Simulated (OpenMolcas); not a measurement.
# Ru4+ in Cs2GeF6: curves along the breathing mode

Ru4+ with its 6 nearest fluoride ions, on the Ge site of Cs2GeF6 (a = 9.021 Å, distance in the model lattice 1.804 Å). The rest of the host is ab initio model potentials to 7.6 Å and point charges beyond; the distance is set by hand and nothing relaxes. Ligand basis ANO-RCC-VDZP.

```yaml
Program: OpenMolcas
Method: "SS-CASPT2, IPEA 0.25 Eh, imaginary shift 0.1 Eh (closed shells correlated: 4s 4p and the ligand valence shells)"
Basis: ANO-RCC-VDZP [6s5p3d1f]
Scalar_Hamiltonian: DKH2, point nucleus
Active_space: 4 electrons in 5 orbitals (4d)
State_averaging: 2S+1 = 5 even, 5 roots; 2S+1 = 3 even, 45 roots; 2S+1 = 1 even, 50 roots
Spin-orbit_coupling: state interaction with AMFI integrals over the reference wave functions
```

Spin-free energies (labels of O, the rotations of Oh) in cm-1 above the lowest fitted minimum, as all ligands move together:

```csv
R (Å),3T1,1T2,1E,1A1,5E,3E,3E(2)
1.761,19120,25850,26590,35200,47790,58700,62990
1.803,9210,15860,16690,25090,34140,45010,49390
1.844,3360,10010,10800,19010,25120,35890,40370
1.886,490,7080,7910,15870,19500,30140,34700
1.927,150,6680,7540,15250,16870,27360,32020
1.969,1790,8310,9140,16580,16560,26840,31630
2.01,4910,11380,12220,19390,18100,28170,33080
```

Cubic fits give the following; the wavenumber is harmonic, with the mass of all moving ligands, small differences in it between states hang on the degree of the fit, a number in brackets counts states of one label, and the table is a selection of at most 14 states with clean curves.

```json
{"State": "3T1", "R0 (Å)": "1.912", "Breathing mode (cm-1)": "614", "Minimum (cm-1)": "0"}
{"State": "1T2", "R0 (Å)": "1.912", "Breathing mode (cm-1)": "613", "Minimum (cm-1)": "6560"}
{"State": "1E", "R0 (Å)": "1.912", "Breathing mode (cm-1)": "612", "Minimum (cm-1)": "7400"}
{"State": "1A1", "R0 (Å)": "1.917", "Breathing mode (cm-1)": "601", "Minimum (cm-1)": "15190"}
{"State": "5E", "R0 (Å)": "1.953", "Breathing mode (cm-1)": "583", "Minimum (cm-1)": "16460"}
{"State": "3E", "R0 (Å)": "1.957", "Breathing mode (cm-1)": "570", "Minimum (cm-1)": "26820"}
{"State": "3E(2)", "R0 (Å)": "1.954", "Breathing mode (cm-1)": "577", "Minimum (cm-1)": "31560"}
{"State": "1A2", "R0 (Å)": "1.957", "Breathing mode (cm-1)": "568", "Minimum (cm-1)": "32840"}
{"State": "1E(2)", "R0 (Å)": "1.957", "Breathing mode (cm-1)": "567", "Minimum (cm-1)": "35520"}
{"State": "1A1(2)", "R0 (Å)": "1.952", "Breathing mode (cm-1)": "576", "Minimum (cm-1)": "41260"}
{"State": "5T2", "R0 (Å)": "1.987", "Breathing mode (cm-1)": "551", "Minimum (cm-1)": "48360"}
{"State": "3E(3)", "R0 (Å)": "1.991", "Breathing mode (cm-1)": "546", "Minimum (cm-1)": "61170"}
{"State": "1T2(2)", "R0 (Å)": "2.001", "Breathing mode (cm-1)": "513", "Minimum (cm-1)": "61790"}
{"State": "1A1(3)", "R0 (Å)": "1.999", "Breathing mode (cm-1)": "518", "Minimum (cm-1)": "62750"}
```

The minimum of 3E is shifted by +0.0453 Å against 3T1 (from the unrounded fits). With M = 114.0 u for the moving shell, the Huang-Rhys factor in this mode is S = M ω ΔR² / 2ħ = 0.01483 × 114.0 × 614 × 0.0453² = 2.13. Only the first shell moves, against a rigid host.

Roots that are degenerate in the reference are averaged as groups; the widest CASPT2 spread within a group is 1800 cm-1 (the 3-fold group of multiplicity 1 near 80400 cm-1 above the lowest state of its run, R = 1.969). Shifts and gaps below about the spread of the groups concerned are not significant. Over all roots computed the reference weight is 0.69 to 0.72 in R = 1.761, 0.68 to 0.71 in R = 1.803, 0.68 to 0.71 in R = 1.844, 0.68 to 0.71 in R = 1.886, 0.67 to 0.70 in R = 1.927, 0.67 to 0.70 in R = 1.969, 0.66 to 0.70 in R = 2.01; a low but even weight reflects the number of correlated electrons. An orbital triplet at a regular site is open to Jahn-Teller coupling, which can distort the site and quench the lowest spin-orbit gaps and is left out. Ligand-to-metal charge-transfer states are missing. With no ligand orbital active B as a rule stays too high, so bands that hang on it stand too high and its fall with covalency is understated. With one d shell and no ligand orbital active, 10Dq can be off by a tenth or more. The least metal-like active orbital is 72 % on the metal (Löwdin) and no ligand orbital is active, so the numbers are rough (holds for R = 1.761; R = 1.803). The least metal-like active orbital is 73 % on the metal (Löwdin) and no ligand orbital is active, so the numbers are rough (holds for R = 1.844; R = 1.886; R = 1.927; R = 1.969; R = 2.01). This shell can be high or low spin here, a state of another spin lies low, and with metal d orbitals alone active their balance is uncertain, so the ground spin may be wrong, although the usual error favours high spin (holds for R = 1.969; R = 2.01). These CASPT2 states fit no ligand-field parameters well, so their order and spin gaps are uncertain (holds for R = 2.01). No measured value stands beside these numbers.
